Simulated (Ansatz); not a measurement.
C3H9BSi can be A, `CC1BC[SiH2]1`, or B, `C=CB(C)[SiH3]`.

Computed with Ansatz on PBE0-D4/def2-TZVP structures; ΔE is electronic, products minus reactants. CCSD(T)/CBS adds triple-zeta CCSD(T) − MP2 to the extrapolated MP2 energy (def2 sets, frozen cores). DFT in def2-TZVPP. B3LYP here is the variant with VWN-RPA as its local correlation; programs differ in this. Each species was taken in one conformer, which may not be the lowest.

**Question.** Which isomer does CCSD(T)/CBS put lower? Give the gap. (Estimate.)

**Answer.** The calculation gave: A, by 13.2 kcal/mol.

**Question.** Give E(B) − E(A) in kcal/mol with B2PLYP, PBE-D4, HF/def2-TZVPP, MP2/def2-TZVPP, B3LYP, r2SCAN-D4, PBE0-D4. (Best estimate.)

**Answer.** The calculation gave: B2PLYP 11.0, PBE-D4 14.5, HF/def2-TZVPP 4.4, MP2/def2-TZVPP 16.8, B3LYP 8.4, r2SCAN-D4 15.0, PBE0-D4 16.4. None reverses the order clearly.

Largest T1 diagnostic: 0.012.

From PBE to PBE0 (25 % exact exchange), in def2-TZVPP and without D4, E(B) − E(A) moves by +2.0 kcal/mol. In def2-TZVPP, CCSD(T) changes the Hartree–Fock value by +7.9 kcal/mol (the triples alone add +0.6 kcal/mol) and MP2 by +12.5 kcal/mol.
